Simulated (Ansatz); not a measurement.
C$_{2}$H$_{2}$F, charge -1, singlet, at a GFN2-xTB geometry (a gas-phase anion, which may not be bound at this level); MP2/cc-pVDZ in Ansatz (a quantum-chemistry and plane-wave program).

Here is a job for Ansatz.
Ansatz 0.2 input:
```yaml
crystal:
  periodic: [false, false, false]
  atoms:
    - {symbol: C, position_ang: [0.12287813, 0.40730308, -0.00331883]}
    - {symbol: C, position_ang: [1.24949282, -0.26376349, -0.03891045]}
    - {symbol: F, position_ang: [-1.12740689, -0.31305432, 0.03446280]}
    - {symbol: H, position_ang: [-0.19677651, 1.48659008, 0.00782128]}
    - {symbol: H, position_ang: [2.10921281, 0.46966118, -0.06461080]}
basis:
  gaussian:
    orbitals: cc-pVDZ
total_charge: -1
magnetization: {spin_polarized: false}
correlation: {method: mp2, electrons: outside_noble_gas}
accuracy: high
```

Output, abridged:

```
Functional definition: HF
1132 factors; integrals over basis functions are off by at most 3.2e-9 eV
mean field evaluation 1: about -4792.2035 eV, gradient 3.4e1 eV
mean field evaluation 2: about -4792.2071 eV, gradient 3.4e1 eV
mean field evaluation 4: about -4795.3102 eV, gradient 2.9e0 eV
mean field evaluation 8: about -4795.3865 eV, gradient 1.9e-1 eV
mean field -4795.38670638 eV, -176.2272110298 hartree, gradient 2.7e-8 eV, S^2 0.000000; 0 other end points of the search recorded, 0 dependent functions left out
3 core orbitals not correlated
reference -4795.38670638 eV, -176.2272110298 hartree; 9, 9 occupied and 40, 40 virtual orbitals, 1132 factors
second order -12.39442103 eV of doubles, -0.00000000 eV of singles
Total energy: -4807.78112742 eV, -176.6826976015 hartree
```
